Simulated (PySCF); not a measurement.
Structure problem from calculated spectra and properties.

Formula: C6H12Si.

* Triplet: lowest triplet excitation (Tamm–Dancoff): 4.11 eV [TDA PBE0/def2-SVPD]
* XPS: Si2p3/2 105.8, C1s 289.8 (×2), C1s 289.8 (×2), C1s 290.1 (×2), Si1s 1845.6 eV [ΔSCF SCAN, pcX-2 on the ionised atom, pcseg-1 elsewhere, spin-free X2C, 2p3/2 from a spin–orbit splitting computed afterwards within the 2p shell]
* UV, first state: lowest singlet excitation: 6.12 eV (202 nm, f = 0.015) [TDDFT PBE0/def2-SVPD]
* 13C NMR: chemical shifts (computed TMS as zero) by class: 144.8 (2 C), 144.2 (2 C), 0.6 (2 C) ppm [GIAO PBE0/pcSseg-1]
* Rotational structure: rotational constants A, B, C: 2.090, 1.825, 1.421 GHz [PBE0-D3(BJ)/def2-SVP]
* 1H NMR: chemical shifts (computed TMS as zero) by class: 6.47 (1 H), 6.41 (1 H), 6.28 (2 H), 6.16 (2 H), 0.15 (6 H) ppm [GIAO PBE0/pcSseg-1]
* Dipole: 0.06 D [PBE0/def2-SVPD]
* Polarisability: 99.4 au [PBE0/def2-SVPD]

The electronic properties come from PySCF, for the isolated species, density fitting. Levels stand in brackets. Geometry: PBE0-D3(BJ)/def2-SVP, one conformer, isolated molecule. Each NMR value is the plain mean over a class of atoms that symmetry, rotation or inversion makes alike.

**Question.** What is the compound? Reason from the data.

**Answer.** 6 carbons fall into 3 classes; from least to most shielded: carbon bonded to C, Si and H (144.8 ppm, 2 C), carbon bonded to C and 2 H (144.2 ppm, 2 C), carbon bonded to Si and 3 H (0.6 ppm, 2 C). Hydrogen classes from least to most shielded: 1 H on a carbon bonded to C and 2 H (6.47 ppm), 1 H on a carbon bonded to C and 2 H (6.41 ppm), 2 H on 2 like atoms (carbon bonded to C, Si and H) (6.28 ppm), 2 H on 2 like atoms (carbon bonded to C and 2 H) (6.16 ppm), 6 H on 2 like atoms (carbon bonded to Si and 3 H) (0.15 ppm). The core levels belong to: Si2p3/2 105.8 eV, silicon bonded to 4 C; C1s 289.8 eV, carbon bonded to C, Si and H; C1s 289.8 eV, carbon bonded to Si and 3 H; C1s 290.1 eV, carbon bonded to C and 2 H; Si1s 1845.6 eV, silicon bonded to 4 C. One atom of each topological class was ionised and stands for its class. By its constants the optimised geometry is an asymmetric top. Structure: Si(vinyl)2Me2 (`C=C[Si](C)(C)C=C`). The assignments are read from this structure; whether some other isomer fits the data as well wasn't checked.
